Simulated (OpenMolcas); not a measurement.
Ag5+.

```json
{"Program": "OpenMolcas", "Basis": "ANO-RCC-VTZP [7s6p4d2f1g]", "Scalar Hamiltonian": "DKH2, point nucleus", "Active space": "6 electrons in 5 orbitals (4d)", "State averaging": "2S+1 = 5 even, 5 roots; 2S+1 = 3 even, 45 roots; 2S+1 = 1 even, 50 roots", "Spin-orbit coupling": "RASSI with atomic mean-field integrals over the reference wave functions, term energies averaged over their components"}
```

Two sets of levels on these reference wave functions, in cm-1 above 4d6 5D4: one from CASSCF and one from MS-CASPT2, IPEA 0.25 Eh, imaginary shift 0.1 Eh (closed shells correlated: 4s 4p).

| Level | Set 1 | Set 2 |
| --- | --- | --- |
| 4d6 5D4 | 0.0 | 0.0 |
| 4d6 5D3 | 2530 | 2570 |
| 4d6 5D2 | 3890 | 3840 |
| 4d6 5D1 | 4830 | 4790 |
| 4d6 5D0 | 5270 | 5220 |
| 4d6 3H6 | 24340 | 22760 |
| 4d6 3H5 [73 %] | 24920 | 23050 |
| 4d6 3P2(1) | 25450 | 21790 |
| 4d6 3F3(1) | 28460 | 25510 |
| 4d6 3F2(1) | 29570 | 26410 |
| 4d6 3G5 [73 %] | 31650 | 29050 |
| 4d6 3P1(1) | 32490 | 28740 |
| 4d6 3P0(1) | 33290 | 29530 |
| 4d6 3G4 | 33680 | 30770 |
| 4d6 3G3 | 34390 | 31400 |
| 4d6 1I6 | 38110 | 35920 |

Q: Which set is which?

A: Set 2 is MS-CASPT2. Its levels of the other terms of 4d6 lie at 0.86 to 0.94 of the other set's values, as expected, since terms of lower spin or lower L gain more correlation energy than the Hund ground term. Against 14 measured levels (the list in Gamrath, thesis, University of Mons (2023)) the mean absolute deviation is 820 cm-1 with it and 2800 cm-1 without; single levels miss by up to 1700 cm-1 with it.

Term energies are means over components that CASPT2 splits; among the terms shown or strongly mixed into the levels shown the widest spread is 1000 cm-1 (4d6 1I, MS-CASPT2). Without dynamic correlation excited terms often stand tens of per cent too high (terms of higher spin than the ground term too low), and those without a measured partner can miss by more than the paired ones (holds for CASSCF). Computed and measured levels are paired by configuration, term and J; levels that our copy of the source lacks, or whose pairing is in doubt (as where it misses far off the trend of its configuration), stay unpaired and out of the deviations. Only configurations of the active space appear. Levels that lie high or do not pair safely by name in every column are left out.

A share in square brackets marks a mixed level and gives the weight of the term that names it, the lowest over the columns. A number in round brackets counts repeated terms of one configuration in the order of the reference energies.
